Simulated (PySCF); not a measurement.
Si(Me)(OH)3 (CH6O3Si), SMILES C[Si](O)(O)O. Atoms are numbered in the order given.

```xyz
11

C      0.0000     0.0000    -1.8449
Si     0.0000     0.0000     0.0070
O      1.2682     0.9144     0.5847
O      0.1578    -1.5555     0.5847
O     -1.4260     0.6411     0.5847
H      0.8518    -0.5796    -2.2339
H     -0.9278    -0.4479    -2.2339
H      0.0761     1.0275    -2.2339
H      1.8435     0.4623     1.2128
H     -0.5214    -1.8277     1.2128
H     -1.3221     1.3654     1.2128
```
Charge 0, spin multiplicity 1.

The structure is a stationary point at B3LYP-D3(BJ)/def2-SVP. A frequency run showed that this geometry is not a minimum. Other conformers were not sampled.

All values below come from B3LYP/pcSseg-1 (PySCF).

GIAO shieldings, no solvent; atoms alike by connectivity are averaged. δ = σ(ref) − σ: ¹³C against TMS (σ = 181.3 ppm); ²⁹Si against TMS (σ = 338.7 ppm); ¹⁷O against H2O (σ = 333.8 ppm); ¹H against TMS (σ = 31.68 ppm), references at their B3LYP-D3(BJ)/def2-TZVP geometries, non-relativistic.

Task: Estimate the chemical shifts. (An estimate is asked for; the answer gives what the named calculation found.)

Result: 
```csv
nucleus,atoms,count,δ (ppm)
¹³C,C1,1,-1.9
²⁹Si,Si2,1,-25.2
¹⁷O,"O3, O4, O5",3,64.8
¹H,"H9, H10, H11",3,2.01
¹H,"H6, H7, H8",3,0.46
```
